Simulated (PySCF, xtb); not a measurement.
B(Cl)(OH)(SeH) (BClH2OSe), SMILES B(Cl)([SeH])O. Other conformers were not sampled.

Harmonic wavenumbers (cm⁻¹) from GFN2-xTB (xtb 6.7.1) at its own minimum, in rising order: 168, 277, 301, 385, 437, 576, 639, 718, 971, 1248, 2096, 3578.

Problem. What does PySCF with ωB97X-D3(BJ)/def2-SVP give at its own minimum? (The exact figures need the calculation; the answer reports its results.)

Solution. 192, 311, 326, 458, 499, 564, 733, 861, 1127, 1391, 2507, 3889. Paired by order, the mean absolute difference is 124 cm⁻¹ and the zero-point energies are 16.3 and 18.4 kcal/mol.
